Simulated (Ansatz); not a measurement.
`OC([SiH3])S` and `N#CC(O)S` differ in one atom or group.

Ansatz, PBE0-D4/def2-TZVP geometries, multiplicity 1. Each molecule was computed in one conformer, which needn't be the lowest.

| property | `OC([SiH3])S` |
| --- | --- |
| zero-point energy (PBE0-D4/def2-TZVP) / kJ/mol | 172.5 |
| HOMO–LUMO gap (PBE/def2-TZVPP) / eV | 5.11 |
| LUMO energy (B3LYP/def2-TZVPP) / eV | -0.30 |
| LUMO energy (PBE0/def2-TZVPP) / eV | -0.04 |
| size of the dipole moment (ωB97M-V/def2-TZVPP) / D | 2.11 |
| HOMO–LUMO gap (B3LYP/def2-TZVPP) / eV | 6.73 |

**Question.** Give the same properties after the change, and the shifts. (Estimate.)

**Answer.** Ansatz gave: 
| property | `N#CC(O)S` | shift |
| --- | --- | --- |
| zero-point energy (PBE0-D4/def2-TZVP) / kJ/mol | 132.4 | -40.1 |
| HOMO–LUMO gap (PBE/def2-TZVPP) / eV | 5.18 | 0.07 |
| LUMO energy (B3LYP/def2-TZVPP) / eV | -0.78 | -0.48 |
| LUMO energy (PBE0/def2-TZVPP) / eV | -0.49 | -0.45 |
| size of the dipole moment (ωB97M-V/def2-TZVPP) / D | 3.31 | 1.20 |
| HOMO–LUMO gap (B3LYP/def2-TZVPP) / eV | 6.93 | 0.20 |

With PBE0 the HOMO falls by 0.68 eV and the LUMO falls by 0.45 eV, so the gap widens by about 0.23 eV. PBE moves the HOMO by -0.61 eV and ωB97M-V by -0.69 eV. The zero-point energy changes by -40.1 kJ/mol with -6 modes. Dipoles are sizes alone; their direction can turn.

B3LYP here is the variant with VWN-RPA as its local correlation; programs differ in this.
